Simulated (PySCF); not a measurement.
## Pr(IV) with more and more SH

Computed with PySCF 2.14.0, PBE0, def2-SVP on the ligands, density fitting, scalar-relativistic core potentials, no spin-orbit coupling, vacuum. The metal has lcecp-2-SVP with ECP47. Each complex is relaxed within the symmetry of its template. Distances are means of the shortest metal–ligand contacts, charges and spins Mulliken's; removal energies are rigid, with the ligand's formal charge and no counterpoise, so too large; for an anion taken off a cation in vacuum most of it is the attraction of opposite charges, and multiply charged cations can part far more cheaply with an electron moved from ligand to metal. lcecp potentials hold a fixed number of 4f electrons in the core, out of states, spins and gaps.

Question: Order these by the metal–ligand distance, lowest first.
A. [Pr(SH)3]+
B. [Pr(SH)2]2+
C. Pr(SH)4

Answer: B (2.429), A (2.501), C (2.577).

Question: What else do they give?

Answer: 
```csv
complex,point group,M–SH (Å),charge on M (e),removal of one SH (eV),"strongest infrared band, degenerate modes summed (cm⁻¹)",unstable modes (below −25 cm⁻¹)
[Pr(SH)2]2+,C2v,2.429,1.46,22.35,2581,0
[Pr(SH)3]+,C3,2.501,0.96,14.85,2676,0
Pr(SH)4,S4,2.577,0.71,9.51,329,0
```

The more ligands, the longer each bond and the weaker the last ligand is held.

Moved off a saddle point of the template and relaxed again: [Pr(SH)3]+. One start shape was tried for each, so a minimum needn't be the lowest isomer. Oxidation states forced by the potential, rare, strongly oxidising or of another configuration in reality: [Pr(SH)2]2+, [Pr(SH)3]+, Pr(SH)4.
